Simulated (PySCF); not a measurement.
A calculated (r2SCAN, PySCF 2.14, aug-cc-pVDZ, no relativity, point nucleus) atom or ion has these occupied shells.

| shell | electrons | orbital energy (eV) | rms radius, mean of both spins (bohr) |
| --- | --- | --- | --- |
| 1s α | 1 | -539.13 | 0.231 |
| 1s β | 1 | -536.35 | 0.231 |
| 2s α | 1 | -43.672 | 1.21 |
| 2s β | 1 | -35.863 | 1.21 |
| 2p α | 3 | -27.328 | 1.22 |

Q: Name the element and its charge.

A: O⁺ (oxygen, charge +1), in [He] 2s2 2p3, high-spin 4S determinant.
